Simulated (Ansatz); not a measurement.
`O[BH][SnH2][F]` + NH₃ → `[NH2][SnH2][F]` + `BO`  (cleavage of the Sn–B bond)

Gas-phase electronic energies from Ansatz, PBE0-D4/def2-TZVP geometries. CBS: MP2 limit from def2 TZ/QZ plus the TZ coupled-cluster correction, frozen cores. This one scheme is used for every species. Functionals use def2-TZVPP. Elements past krypton have def2 core potentials. For Sn outer-core shells are correlated without core-valence functions, which leaves a few kJ/mol of doubt a bond. One conformer a species, not always the lowest.

| species | PBE energy (Eh) |
| --- | --- |
| `O[BH][SnH2][F]` | -416.54097 |
| NH₃ | -56.51059 |
| `[NH2][SnH2][F]` | -371.22749 |
| `BO` | -101.81923 |

Q: Work out ΔE.

A: ΔE = (-371.22749) + (-101.81923) − (-416.54097) − (-56.51059) = 0.00484 Eh = +0.13 eV. CCSD(T)/CBS gives 0.00 eV.

Largest T1 diagnostic among the species: 0.015.

From PBE to PBE0 (25 % exact exchange), in def2-TZVPP and without D4, ΔE moves by −0.05 eV. In def2-TZVPP, CCSD(T) changes the Hartree–Fock value by +0.23 eV (the triples alone add +0.02 eV) and MP2 by +0.20 eV.
